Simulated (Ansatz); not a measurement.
Molecule: sum formula SiH2F, net charge -1, singlet state. It need not be the lowest isomer of its formula. Whether it binds its extra electron was not tested at this geometry. 
Structure (B3LYP-D3(BJ)/def2-TZVP (Ansatz, a first-principles code) minimum search):
SMILES: F[SiH2-]
```xyz
4

Si    -0.5532     0.1714    -0.1727
F      1.0747    -0.0830     0.2798
H     -0.7058    -1.0631    -1.1116
H     -1.2219    -0.5891     1.0118
```
Charge -1, spin multiplicity 1.

Basis-set convergence of Hartree-Fock and MP2 correlation energies (hartree) with Ansatz. Cores are frozen in the correlated levels unless marked. Spin-orbit coupling is left out. No relativistic terms. This anion needs diffuse functions, which these sets lack.

```csv
basis,functions,E(HF),"E(corr, MP2)"
cc-pV(D+d)Z,47,-389.55283,-0.29382
cc-pV(T+d)Z,97,-389.60663,-0.39046
cc-pV(Q+d)Z,179,?,?
```

Task: Some entries are withheld; supply them.

Result: 
- cc-pV(Q+d)Z, E(HF): -389.62356
- cc-pV(Q+d)Z, E(corr, MP2): -0.42645
